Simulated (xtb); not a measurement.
C3H8O2, SMILES CC(O)CO. All values are semi-empirical tight-binding results from xtb (GFN2-xTB unless named), good for trends rather than for accurate numbers. Coordinates come from a GFN2-xTB optimisation. The values are those of a single conformer.

Optimised geometry:

```xyz
13

C      1.8321     0.1383     0.3558
C      0.4269     0.3085    -0.2098
O     -0.2852     1.3470     0.4370
C     -0.3856    -0.9927    -0.1144
O     -1.6734    -0.8223    -0.6448
H      2.3649     1.0852     0.3151
H      1.7855    -0.1931     1.3926
H      2.3816    -0.5999    -0.2204
H      0.4739     0.6207    -1.2584
H     -0.2615     1.1876     1.3885
H      0.0951    -1.7909    -0.6829
H     -0.4480    -1.3017     0.9432
H     -1.9628     0.0696    -0.4047
```
Charge 0, spin multiplicity 1.

Computed properties:
```
Property                                               Value
---------------------------------------------  -------------
orbital gap                                         11.83 eV
dipole moment                                         2.76 D
zero-point energy                              68.9 kcal/mol
G − E(el) at 298.15 K (modified RRHO)          50.5 kcal/mol
static polarisability (D4 model)                  49.3 bohr³
solvation energy, GFN2-xTB/ALPB(water)         -7.1 kcal/mol
solvation energy, GFN2-xTB/ALPB(acetonitrile)  -7.1 kcal/mol
```

Computed IR lines (harmonic; lines under 4 % of the strongest left out, lines within 3 cm⁻¹ merged):
ν (cm⁻¹): 326 (m), 369 (m), 419 (vs), 521 (m), 862 (w), 1053 (m), 1091 (s), 1105 (m), 1134 (m), 1160 (m), 1272 (w), 1310 (m), 1347 (m), 1353 (m), 1403 (w), 2833 (m), 2956 (w), 2987 (w), 3017 (m), 3044 (w), 3056 (w), 3474 (m) (against the strongest line: vs over 80 %, s over 45 %, m over 15 %, w over 4 %, vw less)

Computed atomic charges and the Wiberg bond orders between heavy atoms:
charges (e) C1 -0.13, C2 0.10, O3 -0.45, C4 0.07, O5 -0.44, H6 0.06, H7 0.04, H8 0.05, H9 0.05, H10 0.29, H11 0.04, H12 0.02, H13 0.30. Bond orders C1–C2 1.00, C2–O3 0.99, C2–C4 0.98, C4–O5 1.01.
